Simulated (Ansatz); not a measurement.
C$_{4}$H$_{5}$Br (SMILES C=C=CCBr), singlet, geometry from GFN2-xTB; CAM-B3LYP/pcseg-1 run with Ansatz (a quantum-chemistry and plane-wave program).

Here is a job for Ansatz.
Ansatz 0.2 input:
```yaml
crystal:
  periodic: [false, false, false]
  atoms:
    - {symbol: C, position_ang: [3.36910138, -0.36678456, 0.64639637]}
    - {symbol: C, position_ang: [2.16973197, -0.74370170, 0.34953870]}
    - {symbol: C, position_ang: [0.95791542, -1.12738946, 0.07627541]}
    - {symbol: C, position_ang: [-0.23943750, -0.59390664, 0.77728060]}
    - {symbol: Br, position_ang: [-1.29168452, 0.58871755, -0.41781440]}
    - {symbol: H, position_ang: [3.83558245, 0.47156528, 0.15446451]}
    - {symbol: H, position_ang: [3.96020453, -0.87973180, 1.38816187]}
    - {symbol: H, position_ang: [0.77331073, -1.83941880, -0.71768309]}
    - {symbol: H, position_ang: [-0.93047235, -1.38514227, 1.06491600]}
    - {symbol: H, position_ang: [0.02646507, 0.01830757, 1.63669834]}
basis:
  gaussian:
    orbitals: pcseg-1.json
hamiltonian:
  xc: cam_b3lyp
```
The basis file holds pcseg-1 in the JSON format of the Basis Set Exchange.

Q: What does Ansatz print? Leave out banner, timings and long lists.

A: 
```
Functional definition: CAM-B3LYP
1144 factors; integrals over basis functions are off by at most 1.0e-3 eV
315 factors; integrals over basis functions are off by at most 1.0e-5 eV
mean field evaluation 1: about -74262.2540 eV, gradient 3.8e1 eV
mean field evaluation 2: about -74263.7371 eV, gradient 3.0e1 eV
mean field evaluation 4: about -74266.1367 eV, gradient 1.8e0 eV
mean field evaluation 8: about -74266.2515 eV, gradient 1.2e-1 eV
mean field evaluation 16: about -74266.2516 eV, gradient 1.3e-4 eV
mean field -74266.25155682 eV, -2729.2344052397 hartree, gradient 2.2e-5 eV, S^2 0.000000; 0 other end points of the search recorded, 0 dependent functions left out
reference -74266.25168481 eV, -2729.2344099435 hartree; 32, 32 occupied and 76, 76 virtual orbitals, 1144 factors
Total energy: -74266.25168481 eV, -2729.2344099435 hartree
```
